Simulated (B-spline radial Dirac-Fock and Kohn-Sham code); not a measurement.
Elastic electron scattering at 300 keV, I to Ta

The computed values come from a radial finite-basis atomic code: relativistic (Dirac) partial waves in the static field of the Dirac-Fock atom with Furness-McCarthy exchange, without polarisation or absorption potentials. σ_tr1 and σ_tr2 weight the cross section with 1 − P₁ and 1 − P₂ of cos θ; "backward" is the share scattered beyond 90°.

```
 Z  element  σ (a₀²)  σ_tr1 (a₀²)  σ_tr2 (a₀²)  backward (%)  dσ/dΩ at 90° (a₀²/sr)
53        I    0.329     0.000431      0.00111        0.0084               1.06e-05
54       Xe    0.338     0.000448      0.00116        0.0087               1.11e-05
55       Cs    0.381     0.000465      0.00120        0.0081               1.17e-05
56       Ba    0.417     0.000483      0.00124        0.0078               1.23e-05
57       La    0.433     0.000501      0.00129        0.0079               1.30e-05
58       Ce    0.432     0.000519      0.00133        0.0084               1.36e-05
59       Pr    0.417     0.000537      0.00137        0.0091               1.43e-05
60       Nd    0.416     0.000556      0.00142        0.0096               1.50e-05
61       Pm    0.414     0.000575      0.00146         0.010               1.58e-05
62       Sm    0.412     0.000594      0.00151         0.011               1.65e-05
63       Eu    0.410     0.000614      0.00155         0.011               1.73e-05
64       Gd    0.421     0.000634      0.00160         0.012               1.82e-05
65       Tb    0.406     0.000654      0.00165         0.013               1.90e-05
66       Dy    0.404     0.000674      0.00170         0.013               1.99e-05
67       Ho    0.402     0.000695      0.00174         0.014               2.09e-05
68       Er    0.399     0.000716      0.00179         0.015               2.18e-05
69       Tm    0.397     0.000738      0.00184         0.016               2.28e-05
70       Yb    0.394     0.000759      0.00189         0.017               2.39e-05
71       Lu    0.405     0.000782      0.00194         0.017               2.50e-05
72       Hf    0.412     0.000804      0.00199         0.018               2.61e-05
73       Ta    0.418     0.000827      0.00204         0.018               2.72e-05
```
